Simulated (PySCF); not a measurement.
C6H8O2, SMILES o1c(ccc1)CCO, GFN2-xTB optimised geometry.

```
16

O     -0.85    -2.34    -2.33
C     -1.90    -1.97    -1.48
C     -1.44    -1.68    -0.04
C     -0.45    -0.56     0.00
C      0.92    -0.56     0.00
C      1.31     0.80     0.00
C      0.16     1.52     0.00
O     -0.91     0.71     0.00
H     -0.38    -3.09    -1.94
H     -2.32    -1.06    -1.92
H     -2.68    -2.75    -1.45
H     -2.31    -1.41     0.55
H     -0.98    -2.57     0.39
H      1.56    -1.42     0.00
H      2.31     1.18     0.00
H     -0.03     2.57     0.00
```

Density from PySCF with B3LYP/def2-TZVP at that geometry.

Minimum of the electron density along straight lines between bonded atoms, close to the bond critical point (lines longer than 1.1 times the sum of covalent radii, or with two minima, are not listed):

```
bond    length / Å  ρ at the minimum / e bohr⁻³  ∇²ρ there / e bohr⁻⁵  position (fraction from the first atom)
------  ----------  ---------------------------  --------------------  ---------------------------------------
O1–C2        1.403                        0.269                 -0.62                                     0.64
C2–C3        1.539                        0.246                 -0.61                                     0.50
C3–C4        1.490                        0.268                 -0.72                                     0.48
C4–C5        1.363                        0.338                 -1.00                                     0.52
C5–C6        1.417                        0.300                 -0.83                                     0.50
C6–C7        1.358                        0.341                 -1.02                                     0.48
C4–O8        1.350                        0.294                 -0.32                                     0.34
C7–O8        1.344                        0.296                 -0.27                                     0.33
O1–H9        0.964                        0.362                 -2.40                                     0.80
C2–H10       1.092                        0.289                 -1.04                                     0.65
C2–H11       1.101                        0.282                 -0.98                                     0.64
C3–H12       1.091                        0.280                 -0.97                                     0.64
C3–H13       1.093                        0.279                 -0.96                                     0.64
C5–H14       1.071                        0.291                 -1.06                                     0.64
C6–H15       1.071                        0.292                 -1.07                                     0.65
C7–H16       1.072                        0.297                 -1.10                                     0.65
```
